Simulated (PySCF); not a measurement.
## `O[Si@@H]1[SiH2]C[C@H](Br)[SiH2]1`, C₂H₉BrOSi₃

Geometry (Å), atoms numbered from 1 in this order:
```xyz
16

O     1.2822    2.2522    1.3213
Si    0.7009    1.5783   -0.0481
Si   -1.4860    0.9326    0.3890
C    -1.2219   -0.9752    0.3428
C    -0.2037   -1.3803   -0.7036
Br    0.0490   -3.3598   -0.6995
Si    1.5244   -0.5506   -0.4972
H     2.1738    2.5738    1.4197
H     0.9404    2.5356   -1.1434
H    -2.4323    1.2770   -0.6835
H    -2.1617    1.2406    1.6527
H    -2.1728   -1.4817    0.1608
H    -0.8802   -1.3126    1.3257
H    -0.6008   -1.1881   -1.7035
H     2.2646   -0.8623   -1.7253
H     2.2166   -1.2707    0.5808
```

Method: TDDFT B3LYP/def2-SVPD circular dichroism and optical rotation, one conformer, gas phase in PySCF. Geometry: GFN2-xTB.

The molecule is flexible and this is one conformer; a measurement averages over conformers. The calculation is non-relativistic, which matters for the atoms heavier than Zn.

(1) Draw the ECD and absorption spectra from the lowest 12 states, each a Gaussian of half-width 0.35 eV at 1/e height.

Results:

(1) 
| E (eV) | λ (nm) | Δε (L mol⁻¹ cm⁻¹) | ε (L mol⁻¹ cm⁻¹) |
| --- | --- | --- | --- |
| 3.96 | 313 | -1.28 | 99.5 |
| 4.06 | 306 | -2.67 | 207 |
| 4.16 | 298 | -4.73 | 367 |
| 4.26 | 291 | -7.12 | 553 |
| 4.36 | 285 | -9.11 | 706 |
| 4.46 | 278 | -9.94 | 768 |
| 4.56 | 272 | -9.32 | 712 |
| 4.66 | 266 | -7.68 | 571 |
| 4.76 | 261 | -5.83 | 416 |
| 4.86 | 255 | -4.37 | 323 |
| 4.96 | 250 | -3.21 | 354 |
| 5.06 | 245 | -1.70 | 543 |
| 5.16 | 240 | +0.81 | 899 |
| 5.26 | 236 | +4.30 | 1380 |
| 5.36 | 231 | +7.97 | 1870 |
| 5.46 | 227 | +10.74 | 2260 |
| 5.56 | 223 | +12.12 | 2490 |
| 5.66 | 219 | +12.49 | 2680 |
| 5.76 | 215 | +12.78 | 3100 |
| 5.86 | 212 | +13.85 | 4040 |
| 5.96 | 208 | +16.18 | 5640 |
| 6.06 | 205 | +19.83 | 7740 |
| 6.16 | 201 | +24.23 | 9850 |
| 6.26 | 198 | +28.02 | 11300 |

Δε uses R in velocity form, ε uses f in length form. Only the states computed contribute, so the short-wavelength end is incomplete.

The sign of the CD band at 249 nm isn't settled: the length form gives the opposite one.
